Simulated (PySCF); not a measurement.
**Li (lithium, neutral) across methods**

[He] 2p1, 2P determinant (an excited configuration). All numbers are calculated (PySCF 2.14, scalar relativity by spin-free X2C-1e, in aug-cc-pVTZ-DK (5s4p3d2f, 46 functions)).

```json
{"method": "PBE", "E (hartree)": "-7.4045", "mean ε 1s α (eV)": "-52.831", "mean ε 1s β (eV)": "-52.741", "mean ε 2p α (eV)": "-1.946", "Σ⟨r²⟩ (bohr²)": "25.86", "⟨S²⟩": "0.750"}
{"method": "BP86", "E (hartree)": "-7.4252", "mean ε 1s α (eV)": "-53.028", "mean ε 1s β (eV)": "-52.969", "mean ε 2p α (eV)": "-2.015", "Σ⟨r²⟩ (bohr²)": "25.94", "⟨S²⟩": "0.750"}
{"method": "PBE0", "E (hartree)": "-7.4070", "mean ε 1s α (eV)": "-57.017", "mean ε 1s β (eV)": "-56.940", "mean ε 2p α (eV)": "-2.405", "Σ⟨r²⟩ (bohr²)": "26.20", "⟨S²⟩": "0.750"}
{"method": "BLYP", "E (hartree)": "-7.4260", "mean ε 1s α (eV)": "-52.988", "mean ε 1s β (eV)": "-52.936", "mean ε 2p α (eV)": "-1.807", "Σ⟨r²⟩ (bohr²)": "25.64", "⟨S²⟩": "0.750"}
{"method": "BHandHLYP", "E (hartree)": "-7.4213", "mean ε 1s α (eV)": "-61.327", "mean ε 1s β (eV)": "-61.274", "mean ε 2p α (eV)": "-2.711", "Σ⟨r²⟩ (bohr²)": "26.43", "⟨S²⟩": "0.750"}
{"method": "r2SCANh", "E (hartree)": "-7.4195", "mean ε 1s α (eV)": "-55.964", "mean ε 1s β (eV)": "-55.926", "mean ε 2p α (eV)": "-2.094", "Σ⟨r²⟩ (bohr²)": "26.34", "⟨S²⟩": "0.750"}
{"method": "r2SCAN", "E (hartree)": "-7.4207", "mean ε 1s α (eV)": "-54.484", "mean ε 1s β (eV)": "-54.447", "mean ε 2p α (eV)": "-1.926", "Σ⟨r²⟩ (bohr²)": "26.21", "⟨S²⟩": "0.750"}
{"method": "LDA", "E (hartree)": "-7.2851", "mean ε 1s α (eV)": "-52.130", "mean ε 1s β (eV)": "-52.055", "mean ε 2p α (eV)": "-1.862", "Σ⟨r²⟩ (bohr²)": "26.74", "⟨S²⟩": "0.750"}
{"method": "UHF", "E (hartree)": "-7.36567", "mean ε 1s α (eV)": "-68.889", "mean ε 1s β (eV)": "-68.853", "mean ε 2p α (eV)": "-3.501", "Σ⟨r²⟩ (bohr²)": "28.75", "⟨S²⟩": "0.750"}
```
